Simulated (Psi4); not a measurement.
C$_{3}$H$_{10}$O$_{2}$Sn (SMILES C[O][SnH]([CH3])[O]C), singlet, at a GFN2-xTB geometry (such geometries of metal compounds can be far from the true shape) (core potentials on Sn); B3LYP/def2-SVPD run with Psi4.

The Psi4 input:
```
memory 2 GB

molecule {
0 1
Sn    0.03072641    0.28918662   -0.38961711
C     0.00212736    2.10679087    0.83071179
O     1.18328684   -1.06263138    0.55919199
C     2.58008285   -1.05042063    0.65592315
O    -1.73039585   -0.59337994   -0.43669126
C    -2.36241593   -1.25799328    0.62700525
H     0.33063521    0.36289083   -2.06902910
H    -0.06350021    1.78116931    1.86654026
H    -0.86906573    2.69555810    0.56775620
H     0.90215917    2.69207236    0.68246928
H     3.06275443   -1.13075593   -0.32000893
H     2.85386515   -1.92249447    1.25236696
H     2.95317474   -0.15330158    1.15669611
H    -2.72924832   -0.55692223    1.38114329
H    -1.70452148   -1.98443603    1.10592077
H    -3.21446726   -1.78528294    0.19515390
}

set {
  basis def2-svpd
}

energy('b3lyp')
print_variables()
```

It wrote (shortened):

```
   => Loading Basis Set <=

    Name: DEF2-SVPD
    Role: ORBITAL
    Keyword: BASIS

    !!!  WARNING: ECP capability is in beta. Please check occupations closely.  !!!

         ---------------------------------------------------------
                                   SCF
               by Justin Turney, Rob Parrish, Andy Simmonett
                          and Daniel G. A. Smith
                              RKS Reference
         ---------------------------------------------------------

  ==> Geometry <==

    Molecular point group: c1
    Full point group: C1

    Geometry (in Angstrom), charge = 0, multiplicity = 1:

       Center              X                  Y                   Z               Mass
    ------------   -----------------  -----------------  -----------------  -----------------
         SN           0.035250183002     0.260064259335    -0.321281925890   119.902201630000
         C            0.006651133002     2.077668509335     0.899046974110    12.000000000000
         O            1.187810613002    -1.091753740665     0.627527174110    15.994914619570
         C            2.584606623002    -1.079542990665     0.724258334110    12.000000000000
         O           -1.725872076998    -0.622502300665    -0.368356075890    15.994914619570
         C           -2.357892156998    -1.287115640665     0.695340434110    12.000000000000
         H            0.335158983002     0.333768469335    -2.000693915890     1.007825032230
         H           -0.058976436998     1.752046949335     1.934875444110     1.007825032230
         H           -0.864541956998     2.666435739335     0.636091384110     1.007825032230
         H            0.906682943002     2.662949999335     0.750804464110     1.007825032230
         H            3.067278203002    -1.159878290665    -0.251673745890     1.007825032230
         H            2.858388923002    -1.951616830665     1.320702144110     1.007825032230
         H            2.957698513002    -0.182423940665     1.225031294110     1.007825032230
         H           -2.724724546998    -0.586044590665     1.449478474110     1.007825032230
         H           -1.699997706998    -2.013558390665     1.174255954110     1.007825032230
         H           -3.209943486998    -1.814405300665     0.263489084110     1.007825032230

  Running in c1 symmetry.

  Rotational constants: A =      0.08207  B =      0.05231  C =      0.04008 [cm^-1]
  Rotational constants: A =   2460.40413  B =   1568.20745  C =   1201.66487 [MHz]
  Nuclear repulsion =  374.405307339288470

  Charge       = 0
  Multiplicity = 1
  Electrons    = 66
  Nalpha       = 33
  Nbeta        = 33

  ==> Algorithm <==

  SCF Algorithm Type is DF.
  DIIS enabled.
  MOM disabled.
  Fractional occupation disabled.
  Guess Type is SAD.
  Energy threshold   = 1.00e-06
  Density threshold  = 1.00e-06
  Integral threshold = 1.00e-12

  ==> Primary Basis <==

  Basis Set: DEF2-SVPD
    Blend: DEF2-SVPD
    Number of shells: 94
    Number of basis functions: 218
    Number of Cartesian functions: 231
    Spherical Harmonics?: true
    Max angular momentum: 2

  Core potential: DEF2-SVPD
    Number of shells: 4
    Number of ECP primitives: 18
    Number of ECP core electrons: 28
    Max angular momentum: 3

  ==> DFT Potential <==

   => LibXC <=

    Version 7.1.2
    S. Lehtola, C. Steigemann, M. J. T. Oliveira, and M. A. L. Marques,  SoftwareX 7, 1–5 (2018) (10.1016/j.softx.2017.11.002)

   => Composite Functional: B3LYP <=

    B3LYP Hyb-GGA Exchange-Correlation Functional

    P. J. Stephens, F. J. Devlin, C. F. Chabalowski, and M. J. Frisch,  J. Phys. Chem. 98, 11623 (1994) (10.1021/j100096a001)

    Deriv               =              1
    GGA                 =           TRUE
    Meta                =          FALSE

    Exchange Hybrid     =           TRUE
    MP2 Hybrid          =          FALSE

   => Exchange Functionals <=

    0.0800   Slater exchange
    0.7200         Becke 88

   => Exact (HF) Exchange <=

[...]

    J tasked:                   Yes
    K tasked:                   Yes
    wK tasked:                   No
    Algorithm:                 Core
    Schwarz Cutoff:           1E-12
    Mask sparsity (%):       3.9896
    Fitting Condition:        1E-10

   => Auxiliary Basis Set <=

  Basis Set: (DEF2-SVPD AUX)
    Blend: DEF2-UNIVERSAL-JKFIT
    Number of shells: 231
    Number of basis functions: 777
    Number of Cartesian functions: 962
    Spherical Harmonics?: true
    Max angular momentum: 5

  Minimum eigenvalue in the overlap matrix is 1.5366426249E-04.
  Reciprocal condition number of the overlap matrix is 1.6596325780E-05.
    Using symmetric orthogonalization.

  ==> Pre-Iterations <==

  SCF Guess: Superposition of Atomic Densities via on-the-fly atomic UHF (no occupation information).

   -------------------------
    Irrep   Nso     Nmo
   -------------------------
     A        218     218
   -------------------------
    Total     218     218
   -------------------------

  ==> Iterations <==

                           Total Energy        Delta E     RMS |[F,P]|

   @DF-RKS iter SAD:  -483.14239164161728   -4.83142e+02   0.00000e+00
   @DF-RKS iter   1:  -484.15821009673294   -1.01582e+00   5.86770e-03 ADIIS/DIIS
   @DF-RKS iter   2:  -481.70737318790708    2.45084e+00   1.17781e-02 ADIIS/DIIS
   @DF-RKS iter   3:  -484.82989260630688   -3.12252e+00   2.37420e-03 ADIIS/DIIS
   @DF-RKS iter   4:  -484.93424483347246   -1.04352e-01   1.07789e-03 ADIIS/DIIS
   @DF-RKS iter   5:  -484.95849082346649   -2.42460e-02   2.46225e-04 ADIIS/DIIS
   @DF-RKS iter   6:  -484.95969976948101   -1.20895e-03   1.04500e-04 ADIIS/DIIS
   @DF-RKS iter   7:  -484.95989224024595   -1.92471e-04   3.38975e-05 DIIS
   @DF-RKS iter   8:  -484.95991578594976   -2.35457e-05   9.42276e-06 DIIS
   @DF-RKS iter   9:  -484.95991775002852   -1.96408e-06   1.71257e-06 DIIS
   @DF-RKS iter  10:  -484.95991781944321   -6.94147e-08   4.76660e-07 DIIS
  Energy and wave function converged.

  ==> Post-Iterations <==

   Electrons on quadrature grid:
      Ntotal   =   65.9999000243 ; deviation = -9.998e-05

    Orbital Energies [Eh]
    ---------------------

    Doubly Occupied:

[...]
    Virtual:

[...]
    Final Occupation by Irrep:
              A
    DOCC [    33 ]
    NA   [    33 ]
    NB   [    33 ]

  @DF-RKS Final Energy:  -484.95991781944321

   => Energetics <=

    Nuclear Repulsion Energy =            374.4053073392884698
    One-Electron Energy =               -1488.9446826994483217
    Two-Electron Energy =                 674.3903419867029925
    DFT Exchange-Correlation Energy =     -44.8108844459864173
    Empirical Dispersion Energy =           0.0000000000000000
    VV10 Nonlocal Energy =                  0.0000000000000000
    Total Energy =                       -484.9599178194431488

Computation Completed

Properties will be evaluated at   0.000000,   0.000000,   0.000000 [a0]

Properties computed using the SCF density matrix

 Multipole Moments:

 ------------------------------------------------------------------------------------
     Multipole            Electronic (a.u.)      Nuclear  (a.u.)        Total (a.u.)
 ------------------------------------------------------------------------------------

 L = 1.  Multiply by 2.5417464519 to convert [e a0] to [Debye]
 Dipole X            :          1.5280097           -1.0615927            0.4664170
 Dipole Y            :         19.8004094          -18.9337359            0.8666735
 Dipole Z            :        -28.9193691           29.1384458            0.2190766
 Magnitude           :                                                    1.0082968

 ------------------------------------------------------------------------------------

  Variable Map:
  ----------------------------------------------------------------------------
[...]
  Array Variable Map:
  ----------------------------------------------------------------------------
[...]
[...]
```
